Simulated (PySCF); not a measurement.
Levels of Ag²⁸⁺ from EOM-EA-GCCSD

Reference: closed-shell Ag²⁹⁺, [Ar]; one electron is added. Calculated with PySCF 2.14, two-component X2C-1e with screened spin-orbit coupling, an uncontracted even-tempered set (18 s from 1.5 bohr⁻², ratio 2.6; 14 p from 2 bohr⁻², ratio 2.6; 6 d from 2.1 bohr⁻², ratio 2.8; 3 f from 38 bohr⁻², ratio 2.8); frozen [Ne]; the 62 highest virtual spinors dropped; of the others 50 kept and the rest restored at second order. No Breit or QED terms. Binding energies in eV.

| level | Koopmans | second order | EOM-CCSD |
| --- | --- | --- | --- |
| 3d3/2 | 1533.0 | 1534.3 | 1534.1 |
| 3d5/2 | 1524.7 | 1526.0 | 1525.7 |

For comparison, the ionisation energy of Ag²⁸⁺ is 1535 ± 4 eV (theoretical estimate listed by NIST; NIST Atomic Spectra Database, ionization energies).

Only part of the computed levels is shown.
